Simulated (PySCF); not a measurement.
A GIAO shielding run with PySCF 2.14.0 with density-fitted response routines (density fitting, non-relativistic, gas phase) on SMILES O[SiH]([SiH2]C#N)O, CH$_{5}$NO$_{2}$Si$_{2}$:

```
$ OMP_NUM_THREADS=1 python probes_run.py task.json out

{"job": {"kind": "nmr", "xc": "HF", "basis": "pcSseg-2", "pop": false}, "charge": 0, "multiplicity": 1}
N     -2.890842    -0.559421    -1.188173
C     -2.234152    -0.217179    -0.294106
Si    -1.023606     0.312569     1.024334
Si     1.024351    -0.048365    -0.059220
O      0.949587     0.675160    -1.551191
O      2.181835     0.713120     0.841614
H     -1.299311     1.749661     1.305646
H     -1.298244    -0.522857     2.227883
H      1.291476    -1.514278    -0.201001
H      0.350939     0.301557    -2.206608
H      3.079788     0.722143     0.494452
```

Hardware: 1 thread of an Arm Neoverse V1, shared host.

(1) How large is the calculation?

(2) How long does it take, and how much memory does it need?

(3) And these other runs on the same molecule and hardware: GIAO shielding at B3LYP/pcSseg-2; GIAO shielding at B97-D/pcSseg-2; GIAO shielding at BLYP/pcSseg-2; GIAO shielding at BP86/pcSseg-2; GIAO shielding at KT2/pcSseg-2; GIAO shielding at KT3/pcSseg-2?

## Answers

(1) 62 electrons, 300 basis functions and 875 auxiliary functions.

(2) 28 s of wall time, with 11 SCF cycles and 8 response iterations; peak memory 1.2 GiB. Times on a shared host scatter by some tens of per cent.

(3) B3LYP/pcSseg-2: 300 functions, 45 s; B97-D/pcSseg-2: 300 functions, 55 s; BLYP/pcSseg-2: 300 functions, 55 s; BP86/pcSseg-2: 300 functions, 55 s; KT2/pcSseg-2: 300 functions, 56 s; KT3/pcSseg-2: 300 functions, 56 s.
